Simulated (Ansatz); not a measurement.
This geometry of Cl$_{2}$H$_{6}$NO$_{3}$Ta (13 atoms, charge 0, multiplicity 1) is a first-order saddle point.

The calculation used Ansatz, RKS PBE/def2-SVP.

```xyz
13
Properties=species:S:1:pos:R:3
Ta -0.498 0.679 -0.127
N 2.380 -0.362 0.136
H 2.896 -1.218 0.379
H 2.167 -0.424 -0.872
O 0.114 0.431 1.662
H 1.025 0.040 1.615
O 0.142 0.173 -1.892
H -0.162 -0.718 -2.160
Cl -2.571 1.706 -0.109
O -1.148 -1.173 -0.162
H -1.376 -1.625 0.672
Cl 0.837 2.640 -0.422
H 3.041 0.423 0.222
```

**Question.** Which two structures does it join? (They come from a converged band through this point; their orientation in space is the band's.)

**Answer.** Bonds broken: Ta1–N2. Cl2H6NO3Ta becomes Cl2H3O3Ta + H3N.

First end point:

```xyz
13
Properties=species:S:1:pos:R:3
Ta -0.248 0.223 -0.129
N 2.010 -0.506 -0.190
H 2.324 -0.917 0.699
H 2.180 -1.192 -0.938
O 0.109 0.526 1.756
H 0.451 1.360 2.125
O -0.054 0.213 -2.043
H 0.241 0.902 -2.663
Cl -2.460 1.002 -0.091
O -0.554 -1.656 0.132
H -0.685 -2.108 0.984
Cl 0.944 2.397 -0.325
H 2.589 0.328 -0.373
```

Last end point:

```xyz
13
Properties=species:S:1:pos:R:3
Ta -0.655 0.149 -0.332
N 3.050 0.114 0.720
H 3.392 0.182 1.687
H 3.807 -0.261 0.134
O 0.728 -0.825 0.395
H 1.776 -0.524 0.568
O -0.647 0.116 -2.257
H -1.147 -0.538 -2.776
Cl -2.075 1.423 1.102
O -2.002 -1.219 -0.243
H -2.937 -1.256 0.017
Cl 0.737 2.142 -0.459
H 2.822 1.068 0.388
```

**Question.** How far does it lie above each of them?

**Answer.** 0.64 eV above the first and 0.42 eV above the second. This is the barrier of this one path; another mechanism may lie lower. The orbitals stay closed-shell, which can raise the energy where a bond breaks towards radicals; this wasn't checked here.

Time of the run: 11 min on 4 threads of Arm Neoverse V2, on a shared host, peak memory 0.25 GiB.
